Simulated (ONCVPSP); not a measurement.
## u(r) = r·R(r): atom against pseudo-atom (nickel (Ni))

Columns: radius, all-electron u(r) and pseudo u(r) of the 3p shell (level -67.97 eV) of nickel in the configuration [Ne] 3s2 3p6 3d8.5 4s1.5; PBE, non-relativistic, ONCV scheme, ONCVPSP 4.0.1.

| r (bohr) | all-electron | pseudo |
| --- | --- | --- |
| 0.065 | -0.4103 | 0.0303 |
| 0.130 | -0.6369 | 0.1181 |
| 0.195 | -0.4618 | 0.2558 |
| 0.260 | -0.0848 | 0.4302 |
| 0.325 | 0.3235 | 0.6229 |
| 0.390 | 0.6736 | 0.8124 |
| 0.455 | 0.9337 | 0.9783 |
| 0.520 | 1.1019 | 1.1041 |
| 0.585 | 1.1903 | 1.1810 |
| 0.650 | 1.2163 | 1.2087 |
| 0.715 | 1.1972 | 1.1937 |
| 0.780 | 1.1472 | 1.1464 |
| 0.845 | 1.0781 | 1.0781 |
| 0.910 | 0.9983 | 0.9983 |
| 0.975 | 0.9140 | 0.9140 |
| 1.040 | 0.8294 | 0.8294 |
| 1.105 | 0.7474 | 0.7474 |
| 1.170 | 0.6697 | 0.6697 |
| 1.235 | 0.5972 | 0.5972 |
| 1.300 | 0.5307 | 0.5307 |
| 1.365 | 0.4700 | 0.4700 |
| 1.430 | 0.4152 | 0.4152 |
| 1.495 | 0.3659 | 0.3659 |
| 1.560 | 0.3219 | 0.3219 |
| 1.625 | 0.2827 | 0.2827 |
| 1.690 | 0.2480 | 0.2480 |

Task: How many radial nodes do the two functions have?

Result: The all-electron 3p function has n − l − 1 = 1; the pseudo-wave has 0, since the states of the same l below it are removed with the core.

Task: At about which radius was the pseudo-wave matched?

Result: 0.90 bohr, where the columns begin to agree (steps of 0.07 bohr).

Task: Where does each function peak?

Result: Outermost all-electron maximum near 0.65 bohr, pseudo maximum near 0.65 bohr (to the table’s step).

Task: Is the pseudo-wave norm-conserving?

Result: Yes: the ONCV scheme keeps the norm inside the radius equal to the all-electron one, which fixes the energy derivative of the logarithmic derivative at the level.
